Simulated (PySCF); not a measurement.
Species: C3H7FSi2.
Bonds: C1–C2 (triple), C2–Si3, Si3–C4, C4–Si5, Si5–F6. Hydrogens: H7 on C1; H8, H9 on Si3; H10, H11 on C4; H12, H13 on Si5.

Method: PBE0-D3(BJ)/def2-SVP geometry optimisation, gas phase (PySCF); density fitting, grid level 1; the optimiser is geomeTRIC in internal coordinates, started from a GFN2-xTB structure with every atom displaced at random (about 0.01 Å).

Geometry at step 1:
```
atom  x, y, z in Å
C1      2.8356    0.4704    0.4677
C2      1.9466   -0.0722   -0.1588
Si3     0.5131   -0.7900   -1.0683
C4     -1.0223    0.2315   -0.7062
Si5    -1.4726    0.3093    1.1019
F6     -1.6999   -1.2209    1.6269
H7      3.6395    0.9360    1.0148
H8      0.8334   -0.8178   -2.5237
H9      0.3132   -2.1913   -0.5964
H10    -1.8787   -0.1690   -1.2756
H11    -0.8562    1.2670   -1.0697
H12    -0.4048    0.9523    1.9143
H13    -2.7426    1.0785    1.2609
```

Question: What forces act on the atoms?

Answer: 
```json
{"atom": "C1", "Fx (eV/Å)": "0.259", "Fy (eV/Å)": "0.072", "Fz (eV/Å)": "0.116"}
{"atom": "C2", "Fx (eV/Å)": "-0.321", "Fy (eV/Å)": "-0.006", "Fz (eV/Å)": "-0.140"}
{"atom": "Si3", "Fx (eV/Å)": "0.091", "Fy (eV/Å)": "-0.142", "Fz (eV/Å)": "0.056"}
{"atom": "C4", "Fx (eV/Å)": "0.143", "Fy (eV/Å)": "0.197", "Fz (eV/Å)": "-0.057"}
{"atom": "Si5", "Fx (eV/Å)": "-0.129", "Fy (eV/Å)": "0.097", "Fz (eV/Å)": "-0.112"}
{"atom": "F6", "Fx (eV/Å)": "0.014", "Fy (eV/Å)": "0.205", "Fz (eV/Å)": "0.017"}
{"atom": "H7", "Fx (eV/Å)": "-0.078", "Fy (eV/Å)": "-0.040", "Fz (eV/Å)": "-0.037"}
{"atom": "H8", "Fx (eV/Å)": "-0.001", "Fy (eV/Å)": "0.041", "Fz (eV/Å)": "-0.043"}
{"atom": "H9", "Fx (eV/Å)": "0.011", "Fy (eV/Å)": "0.000", "Fz (eV/Å)": "-0.023"}
{"atom": "H10", "Fx (eV/Å)": "0.023", "Fy (eV/Å)": "-0.057", "Fz (eV/Å)": "0.022"}
{"atom": "H11", "Fx (eV/Å)": "-0.005", "Fy (eV/Å)": "-0.152", "Fz (eV/Å)": "0.091"}
{"atom": "H12", "Fx (eV/Å)": "0.025", "Fy (eV/Å)": "-0.091", "Fz (eV/Å)": "0.024"}
{"atom": "H13", "Fx (eV/Å)": "-0.032", "Fy (eV/Å)": "-0.124", "Fz (eV/Å)": "0.087"}
```

The largest, 0.35 eV/Å, acts on C2; the rms over all components is 0.109 eV/Å. The forces sum to zero within rounding, as they must for an isolated molecule in no field.

Question: Give the force on C2 in Eh/bohr and in nN.

Answer: 0.350 eV/Å ÷ 51.422 = 0.00680 Eh/bohr, and 0.350 eV/Å × 1.602 = 0.56 nN.

Question: How far is this geometry from the end of the optimisation?

Answer: 0.015 eV above it, and 0.064 Å rms away after alignment. The bonds farthest from their final lengths, with half the difference of the two atoms' forces along the bond (positive lengthens):

```json
{"bond": "C2–Si3", "now (Å)": "1.843", "final (Å)": "1.837", "force along bond (eV/Å)": "-0.18"}
{"bond": "C4–H11", "now (Å)": "1.110", "final (Å)": "1.105", "force along bond (eV/Å)": "-0.20"}
{"bond": "Si5–F6", "now (Å)": "1.634", "final (Å)": "1.630", "force along bond (eV/Å)": "-0.04"}
{"bond": "Si3–H8", "now (Å)": "1.491", "final (Å)": "1.493", "force along bond (eV/Å)": "+0.04"}
{"bond": "C1–H7", "now (Å)": "1.078", "final (Å)": "1.076", "force along bond (eV/Å)": "-0.19"}
{"bond": "Si5–H13", "now (Å)": "1.493", "final (Å)": "1.491", "force along bond (eV/Å)": "-0.09"}
```

The angle farthest from its final value is C1–C2–Si3, 175.6° against 178.7°.

What follows is the cost of the whole optimisation. The run took 38 s wall on Arm Neoverse V2, one thread, no GPU (shared host), and the process peaked at 0.50 GiB of memory.
